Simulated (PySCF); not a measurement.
**Spinor energies of W⁵⁶⁺ (tungsten, charge +56)**

Start: [Ar]. Calculated with PySCF 2.14 in an uncontracted even-tempered set (17 s from 5.7 bohr⁻², ratio 2.6; 14 p from 7.4 bohr⁻², ratio 2.6; 5 d from 7.6 bohr⁻², ratio 2.8; 3 f from 120 bohr⁻², ratio 2.8): generalised Hartree-Fock with the X2C-1e Hamiltonian and a Gaussian nucleus; spin-orbit coupling (SO) screened by Boettger's factors.

| spinor shell | electrons | ε, screened SO (eV) | weight of nominal j (screened SO) | rms radius, screened SO (bohr) |
| --- | --- | --- | --- | --- |
| 1s1/2 | 2 | -73977.4 | 1.000 | 0.0208 |
| 2s1/2 | 2 | -16171.9 | 1.000 | 0.0829 |
| 2p1/2 | 2 | -15650.7 | 1.000 | 0.0704 |
| 2p3/2 | 4 | -14269.5 | 1.000 | 0.0775 |
| 3s1/2 | 2 | -6297.9 | 1.000 | 0.200 |
| 3p1/2 | 2 | -6083.4 | 1.000 | 0.191 |
| 3p3/2 | 4 | -5729.4 | 1.000 | 0.203 |

```tsv
quantity	screened SO
E (hartree)	-12946.75915
M_J	0
⟨J²⟩	0.000
⟨L²⟩	0.055
⟨S²⟩	0.055
```

Breit and QED terms are absent; they matter most for the inner s and p1/2 levels.

Densities and radii are taken from the X2C orbitals without a picture-change correction, which distorts them close to the nucleus.
